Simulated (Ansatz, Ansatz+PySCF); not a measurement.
```
atom    x (Å)    y (Å)    z (Å)
  Ti  -0.0424   0.0219  -0.3737
   O  -0.0202   1.3567   0.5682
   O  -0.0139  -1.3736   0.5339
```

RHF-MP2 on singlet TiO₂ was run in several spherical basis sets with Ansatz (development build ahead of 0.2.0). Frozen core: 7 orbitals. Caution: another spin multiplicity may lie lower; other spin multiplicities were not run. Caution for RHF-MP2: large share of triples, a single reference is doubtful; no unrestricted run beside it, a lower state can exist.

(1) Rank the basis sets by the total energy that they give, lowest first, with the distance from the lowest.
A. def2-SVP
B. 6-31G
C. 6-31G(d)
D. STO-3G
E. def2-TZVP
F. aug-cc-pVDZ

Results:

(1) E (0.00 eV), F (3.35 eV), C (8.23 eV), A (13.18 eV), B (14.11 eV), D (308.76 eV).

Totals follow the description of the cores as much as that of the bonds, so this order isn't one of quality for chemistry.
